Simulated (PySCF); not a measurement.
Identify the compound

Molecular formula: C₅H₇F₃O. Simulated spectra:

$^{1}$H NMR (400 MHz, computed): δ 6.57 (m, 1H), 5.50 (m, 1H), 5.47 (m, 1H), 4.22 (t, 2H), 2.47 (m, 2H).

$^{13}$C{$^{1}$H} NMR (computed): δ 144.5 (CH), 130.8 (C), 123.4 (CH2), 72.8 (CH2), 39.2 (CH2).

All values are calculated (PySCF 2.14): structure optimised with GFN2-xTB, PBE0/pcSseg-1 with gauge-including orbitals. No solvent model, non-relativistic Hamiltonian, equivalent nuclei averaged, single conformer.

δ = σ(ref) − σ, references computed at the same level: TMS for $^{1}$H (σ = 31.72 ppm) and $^{13}$C (σ = 186.93 ppm).

Which candidate is it?
A. C[C@]1(C(F)(F)F)CCO1
B. C=CCCOC(F)(F)F
C. C=CO[C@@H](C)C(F)(F)F
D. COCCC(F)=C(F)F

## Answers

B. 

The formula gives 1 degree of unsaturation (no ring in the answer). 5 carbon signals for 5 carbons: no two carbons are equivalent. Carbon types of the structure: 1 × C, 1 × CH, 3 × CH2, which accounts for all hydrogens. δC 144.5: alkene CH; the olefinic region. δC 130.8: CF3 carbon; 4 electronegative neighbours deshield it. δC 123.4: terminal =CH2 carbon; the olefinic region. δC 72.8: sp3 CH2 bonded to O; deshielded by the electronegative neighbour. δH 5.50, 5.47: hydrogen on a terminal =CH2 carbon; a vinylic proton, deshielded by the sp2 carbon and the C=C anisotropy.

The others: C[C@]1(C(F)(F)F)CCO1 has carbons computed at 135.3, 85.4, 68.1, 30.7, 23.2, with a different DEPT pattern; COCCC(F)=C(F)F would give 3 signals for carbon-bound and other non-exchanging H, not 5; C=CO[C@@H](C)C(F)(F)F has carbons computed at 158.1, 134.7, 90.8, 72.1, 17.1, with a different DEPT pattern.

Splittings by $^{19}$F in the carbon and heteronuclear signals aren't shown, as no couplings were computed. Shifts are as computed. Against solution values, carbons near 30 ppm lie about +3 ppm off and those near 130 ppm about +5 ppm. Of 1211 compounds with measured shifts, 218 miss one by over three times the rms of a fit or turn the order of signals round; such compounds aren't used in these exercises. Multiplicities follow the n + 1 count of equivalent neighbours, as no J values were calculated; m marks all less simple cases, F and P coupling included.
